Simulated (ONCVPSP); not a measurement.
# Mg (Z = 12), ONCV: configuration errors across variants

- Element: magnesium (Mg)
- Generator: ONCVPSP 4.0.1
- Type: optimised norm-conserving Vanderbilt (ONCV)
- Functional: PBE
- Relativity: scalar-relativistic
- Frozen core: [Ne]
- Valence charge: 2
- Reference configuration: 3s2
- Partial waves: 3s: rc 1.80 bohr, ncon 3, nbas 6, qcut 4.4 1/bohr, 2 projectors, debl 1 Ha; p scattering state at 0.38 Ha: rc 1.80 bohr, ncon 3, nbas 7, qcut 5.3 1/bohr, local
- Local potential: the p channel
- Core correction: Teter function, fcfact 1.5, rcfact 1.65

All-electron excitation energies from the reference (eV): (1) 3s1 7.960; (2) 3s1.5 3.144; (3) 3s1 3p1 3.491; (4) 3s0 3p2 7.183.

4 further variants failed, have other tests or another functional or relativity, and are left out.

A true bound ghost makes a file unfit for plane-wave use even where its test errors are small: the radial tests pick states by their node count and pass the ghost by.

Errors AE − PS in meV (a dash: test not solved or not reliable):

| change | (1) | (2) | (3) | (4) | bound ghosts | GHOST(+) flags above zero |
| --- | --- | --- | --- | --- | --- | --- |
| base | -11 | -2.4 | +22 | +55 | s | none |
| p: nbas 6 | -11 | -2.4 | +22 | +55 | s | none |
| p: nproj 1; local potential polynomial inside 1.45 bohr (lpopt 5, dvloc0 0 Ha) | -11 | -2.5 | +28 | +66 | none | s |
| s: qcut 4; p: qcut 4.8 | -11 | -2.4 | +21 | +52 | s | none |
| s: rc 2.24 | -10 | -2.1 | +22 | +55 | s | none |
| p: qcut 5.7 | -11 | -2.4 | +23 | +57 | s | none |
| all radii but the core radius scaled by about 1.13 (s 2.04, p 2.04 bohr) | -10 | -2.1 | +18 | +45 | none | s |

Give the same row for: s: debl 0.4.

-11, -2.3, +22, +55; bound ghosts: s; GHOST(+) flags above zero: none.
